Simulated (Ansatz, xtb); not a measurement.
**Relative energy of two isomers of C3H8Si**

Structure I: `C/C=C\[SiH3]`, a singlet. Structure II: `C=C(C)[SiH3]`, a singlet. Both are isolated molecules in the gas phase, relaxed with B3LYP-D3(BJ)/def2-SVP.

I (Å):

```xyz
12

C    -2.6533   -0.6882   -1.1688
C    -1.2584   -1.1798   -0.9262
C    -0.1290   -0.4585   -1.0260
Si   -0.0197    1.3561   -1.4974
H    -2.6864    0.3745   -1.4535
H    -3.1399   -1.2708   -1.9704
H    -3.2769   -0.8187   -0.2672
H    -1.1834   -2.2385   -0.6399
H     0.8152   -0.9754   -0.8131
H     1.4128    1.7720   -1.4883
H    -0.5754    1.6126   -2.8610
H    -0.7686    2.2269   -0.5409
```

II (Å):

| atom | x (Å) | y (Å) | z (Å) |
| --- | --- | --- | --- |
| C | -2.4810 | -0.9063 | -1.4317 |
| C | -1.3172 | -0.2773 | -1.2032 |
| C | -0.1703 | -0.9490 | -0.4875 |
| Si | -1.0792 | 1.4990 | -1.7825 |
| H | -3.3141 | -0.4216 | -1.9502 |
| H | -2.6472 | -1.9410 | -1.1057 |
| H | 0.1106 | -0.3938 | 0.4245 |
| H | -0.4190 | -1.9819 | -0.1959 |
| H | 0.7325 | -0.9801 | -1.1222 |
| H | -0.7701 | 2.3894 | -0.6223 |
| H | 0.0742 | 1.5892 | -2.7290 |
| H | -2.3147 | 1.9837 | -2.4617 |

Quicker runs give these differences E(II) − E(I): GFN2-xTB +0.38 kcal/mol; HF/STO-3G +0.31 kcal/mol (at GFN2-xTB geometries); r2SCAN-D4/def2-SVP +0.57 kcal/mol (at GFN2-xTB geometries).

**Question.** Estimate E(II) − E(I) at the level CCSD(T)/def2-SVP + ΔMP2/def2-TZVPP.

**Answer.** Too close to call at this level: CCSD(T)/def2-SVP + ΔMP2/def2-TZVPP gives E(II) − E(I) = −0.43 kcal/mol.

How the difference moves with the method:

| level | geometry | E(II) − E(I) (kcal/mol) | departure from the last row (kcal/mol) | job, with rough time for the two |
| --- | --- | --- | --- | --- |
| GFN2-xTB | GFN2-xTB | +0.38 | +0.81 | optimisation, 0.095 s |
| HF/STO-3G | GFN2-xTB | +0.31 | +0.74 | single point, 0.2 s |
| r2SCAN-D4/def2-SVP | GFN2-xTB | +0.57 | +1.00 | single point, 1.4 s |
| B3LYP-D3(BJ)/def2-SVP | B3LYP-D3(BJ)/def2-SVP | +0.15 | +0.58 | optimisation, 18 s |
| HF/def2-SVP | B3LYP-D3(BJ)/def2-SVP | +0.15 | +0.58 | part of the CCSD(T) run |
| MP2/def2-SVP | B3LYP-D3(BJ)/def2-SVP | −0.54 | −0.12 | part of the CCSD(T) run |
| CCSD(T)/def2-SVP | B3LYP-D3(BJ)/def2-SVP | −0.39 | +0.03 | single point |
| CCSD(T)/def2-SVP + ΔMP2/def2-TZVPP | B3LYP-D3(BJ)/def2-SVP | −0.43 |  | single point, 13 s |

As drawn, both hold the same kinds of bond in the same numbers.

The largest departure from CCSD(T)/def2-SVP + ΔMP2/def2-TZVPP is that of r2SCAN-D4/def2-SVP, 1.00 kcal/mol. The last row adds to CCSD(T) the change of the MP2 difference between the two basis sets, here −0.03 kcal/mol.

With harmonic frequencies from B3LYP-D3(BJ)/def2-SVP (ideal gas, rigid rotor, one conformer each, 298.15 K, 1 atm): on the last row, ΔE + ΔZPE = −0.45 kcal/mol. A mode under 50 cm⁻¹ makes harmonic enthalpies and free energies unreliable, so none is given.

The correlated steps freeze 8 core orbitals. Codes used: Ansatz 0.2.0, xtb 6.7.1; the last row on 2 threads of Intel(R) Xeon(R) 6975P-C (Granite Rapids) on a shared host.
